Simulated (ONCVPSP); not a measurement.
## Reading a pseudo-wave (F)

Columns: radius, all-electron u(r) and pseudo u(r) of the 2p shell (level -28.46 eV) of fluorine in the configuration [He] 2s2 2p4; LDA (Perdew-Wang 92), scalar-relativistic, ONCV scheme, ONCVPSP 4.0.1.

| r (bohr) | all-electron | pseudo |
| --- | --- | --- |
| 0.078 | 0.1009 | 0.0328 |
| 0.155 | 0.2909 | 0.1247 |
| 0.232 | 0.4860 | 0.2640 |
| 0.310 | 0.6546 | 0.4343 |
| 0.388 | 0.7837 | 0.6115 |
| 0.465 | 0.8727 | 0.7720 |
| 0.542 | 0.9279 | 0.9020 |
| 0.620 | 0.9553 | 0.9930 |
| 0.698 | 0.9600 | 1.0400 |
| 0.775 | 0.9478 | 1.0462 |
| 0.852 | 0.9234 | 1.0194 |
| 0.930 | 0.8897 | 0.9681 |
| 1.008 | 0.8500 | 0.9040 |
| 1.085 | 0.8072 | 0.8383 |
| 1.162 | 0.7623 | 0.7766 |
| 1.240 | 0.7160 | 0.7209 |
| 1.318 | 0.6699 | 0.6710 |
| 1.395 | 0.6253 | 0.6254 |
| 1.472 | 0.5820 | 0.5819 |
| 1.550 | 0.5398 | 0.5397 |
| 1.628 | 0.4995 | 0.4995 |
| 1.705 | 0.4618 | 0.4618 |
| 1.782 | 0.4262 | 0.4262 |
| 1.860 | 0.3923 | 0.3923 |
| 1.938 | 0.3605 | 0.3605 |
| 2.015 | 0.3313 | 0.3313 |

Question: How many radial nodes do the two functions have?

Answer: The all-electron 2p function has n − l − 1 = 0; the pseudo-wave has 0.

Question: At about which radius was the pseudo-wave matched?

Answer: 1.55 bohr. The columns agree to 0.0005 from 1.40 bohr on; several derivatives are matched, so the curves merge somewhat inside the radius.

Question: Is the pseudo-wave norm-conserving?

Answer: Yes: the ONCV scheme keeps the norm inside the radius equal to the all-electron one, which fixes the energy derivative of the logarithmic derivative at the level.
